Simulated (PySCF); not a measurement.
C₉H₈N₂S, SMILES Cc1ccsc1-c1cncnc1.

Geometry: B3LYP-D3(BJ)/def2-SVP. The structure was generated by enumeration, and PubChem lists no compound with its InChIKey, so it may never have been made. Other conformers were not sampled.

The numbers are results of TDA-PBE/def2-SVP run with PySCF 2.14.0, not measurements.

Vertical excitations. The molecule is in vacuum.

```tsv
state	energy (eV)	λ (nm)	f	main pairs
S1	3.35	370	0.018	HOMO→LUMO 77 %, HOMO−1→LUMO 22 %
S2	3.55	349	0.005	HOMO→LUMO+1 97 %
S3	3.96	313	0.010	HOMO−1→LUMO+1 88 %
S4	4.12	301	0.003	HOMO−2→LUMO+1 88 %
S5	4.19	296	0.231	HOMO−1→LUMO 53 %, HOMO→LUMO+2 19 %, HOMO→LUMO 15 %
S6	4.30	288	0.025	HOMO−2→LUMO 78 %
T1	2.97	418	0	HOMO→LUMO 85 %
T2	3.13	396	0	HOMO→LUMO+1 96 %
```
Triplets are in the Tamm–Dancoff approximation.
